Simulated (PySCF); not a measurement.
Precursor series Mo OH-NH2. All species are isolated molecules in the gas phase. One relaxed conformer stands for each flexible species; it need not be the lowest.

Level of theory: B3LYP-D3(BJ)/def2-TZVP // TPSS-D3(BJ)/def2-SVP (PySCF). All candidates: neutral, multiplicity 1. B3LYP has the VWN-RPA correlation part, as in Gaussian. 

```json
{
 "HOMO": "-7.05 eV",
 "LUMO": "-2.83 eV",
 "HOMO–LUMO gap": "4.22 eV"
}
```

Task: Which member has these values?
A. [Mo(OH)3(NH2)3]
B. [Mo(OH)(NH2)5]
C. [Mo(OH)5(NH2)]
D. [Mo(OH)4(NH2)2]

Result: A, [Mo(OH)3(NH2)3]. The others give [Mo(OH)5(NH2)]: -7.60 eV, -3.48 eV, 4.11 eV; [Mo(OH)4(NH2)2]: -7.29 eV, -3.15 eV, 4.13 eV; [Mo(OH)(NH2)5]: -6.13 eV, -2.33 eV, 3.80 eV
